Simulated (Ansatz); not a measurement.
One geometry of C₂H₄SSeSi, SMILES `SC1=C[Se][SiH2]1`, several functionals.

```yaml
crystal:
  periodic: [false, false, false]
  atoms:
    - {symbol: S, position_ang: [0.451262, 2.205166, -0.207432]}
    - {symbol: C, position_ang: [0.308567, 0.465921, -0.174152]}
    - {symbol: C, position_ang: [1.238396, -0.392843, -0.621762]}
    - {symbol: Se, position_ang: [0.747995, -2.220512, -0.230928]}
    - {symbol: Si, position_ang: [-0.838852, -0.775903, 0.593205]}
    - {symbol: H, position_ang: [-0.858683, 2.476898, -0.320965]}
    - {symbol: H, position_ang: [2.175657, -0.169208, -1.123461]}
    - {symbol: H, position_ang: [-2.192579, -0.898213, -0.003601]}
    - {symbol: H, position_ang: [-0.943263, -0.737606, 2.071997]}
basis:
  gaussian: {orbitals: def2-TZVPP}
hamiltonian: {xc: hse06, dispersion: d4}
output: {orbitals: {seedname: orbitals}}
```

```sh
$ ansatz run in.yaml --threads 4 --pin off --events-out ev --progress --plain --max-ram 10444MiB
```

Shortened log:

```
Functional definition: HSE06
1614 factors; their error is unknown
107 factors; integrals over basis functions are off by at most 4.9e-7 eV
mean field evaluation 1: about -86175.4292 eV, gradient 6.2e1 eV
mean field evaluation 2: about -86149.9145 eV, gradient 1.1e2 eV
mean field evaluation 4: about -86184.4649 eV, gradient 4.1e0 eV
mean field evaluation 8: about -86184.5030 eV, gradient 1.6e-1 eV
mean field evaluation 16: about -86184.9437 eV, gradient 1.7e-4 eV
mean field -86184.94369016 eV, -3167.2382623605 hartree, gradient 7.4e-5 eV, S^2 0.000000; 0 other end points of the search recorded, 0 dependent functions left out
reference -86184.94373127 eV, -3167.2382638712 hartree; 40, 40 occupied and 210, 210 virtual orbitals, 1614 factors
Total energy: -86185.19272933 eV, -3167.2474143811 hartree
```

It took 4.5 s on 4 threads of an Intel Xeon Platinum 8259CL on a shared host, with 0.88 GiB of host memory at the peak.

Changing it to `hamiltonian: {xc: {name: BHLYP}, dispersion: d4}` (abridged; 4.1 s):

```
Functional definition: BHLYP
mean field evaluation 16: about -86200.8144 eV, gradient 1.8e-4 eV
mean field -86200.81436626 eV, -3167.8214989496 hartree, gradient 7.2e-5 eV, S^2 0.000000
Total energy: -86201.24181547 eV, -3167.8372074182 hartree
```

With the line `hamiltonian: {xc: {name: BLYP}, dispersion: d4}` (abridged; 2.2 s):

```
Functional definition: BLYP
mean field evaluation 16: about -86202.5357 eV, gradient 4.9e-4 eV
mean field -86202.53570926 eV, -3167.8847571380 hartree, gradient 7.5e-5 eV, S^2 0.000000
Total energy: -86203.20855445 eV, -3167.9094837425 hartree
```

With the line `hamiltonian: {xc: pbe0, dispersion: d4}` (abridged; 4 s):

```
Functional definition: PBE0
mean field evaluation 16: about -86185.3528 eV, gradient 1.5e-4 eV
mean field -86185.35276092 eV, -3167.2532954336 hartree, gradient 5.4e-5 eV, S^2 0.000000
Total energy: -86185.61673324 eV, -3167.2629962372 hartree
```

The same input with `hamiltonian: {xc: {name: B97M-V}}` (abridged; 8 s):

```
Functional definition: B97M-V
mean field evaluation 16: about -86186.1169 eV, gradient 2.4e-4 eV
mean field -86186.11686264 eV, -3167.2813756538 hartree, gradient 3.7e-5 eV, S^2 0.000000
Total energy: -86186.11692377 eV, -3167.2813779004 hartree
```

Changing it to `hamiltonian: {xc: {name: revPBE}, dispersion: d4}` (abridged; 2.3 s):

```
Functional definition: revPBE
mean field evaluation 16: about -86193.1617 eV, gradient 5.0e-4 eV
mean field -86193.16170856 eV, -3167.5402689663 hartree, gradient 3.5e-5 eV, S^2 0.000000
Total energy: -86193.99994378 eV, -3167.5710735425 hartree
```

HSE06 is the plane-wave form, built on full-range PBE exchange.
